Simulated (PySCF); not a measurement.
Species: Si(CCH)2H2, C4H4Si.
Geometry (PBE0-D3(BJ)/def2-SVP, Å), atoms numbered from 1 in this order:
```
atom  x, y, z in Å
Si1   -0.776   -0.013   -0.537
C2    -0.736   -0.024    1.296
C3    -0.728   -0.038    2.512
H4    -0.721   -0.048    3.587
C5     0.933    0.011   -1.196
C6     2.068    0.031   -1.635
H7     3.071    0.048   -2.024
H8    -1.502    1.200   -1.007
H9    -1.476   -1.235   -1.022
```

The closed-shell ground state was solved at several levels (PySCF, density fitting, gas phase, non-relativistic).

```tsv
level	basis functions	total energy (Eh)	HOMO (eV)	LUMO (eV)	gap (eV)	dipole (D)
CAM-B3LYP/def2-SVPD	136	-443.9067	-9.55	0.63	10.18	0.56
PBE0/pcSseg-1	112	-443.8471	-8.21	-0.45	7.76	0.59
```

Q: What might KT2/pcSseg-1 (112 basis functions) give for the same quantities?

A: Total energy -449.5044 Eh, HOMO -6.99 eV, LUMO -1.41 eV, gap 5.58 eV, dipole 0.54 D.

Q: Over all these levels, which gives the widest orbital gap and which the narrowest?

A: CAM-B3LYP/def2-SVPD (range-separated hybrid) has the widest, 10.18 eV, and KT2/pcSseg-1 (GGA) the narrowest, 5.58 eV. Functional and basis both differ between the two, so the spread mixes both effects.

Q: How far do the dipole and the HOMO energy spread over the levels?

A: The dipole runs from 0.54 to 0.59 D (mean 0.56 D) and the HOMO from -9.55 to -6.99 eV.
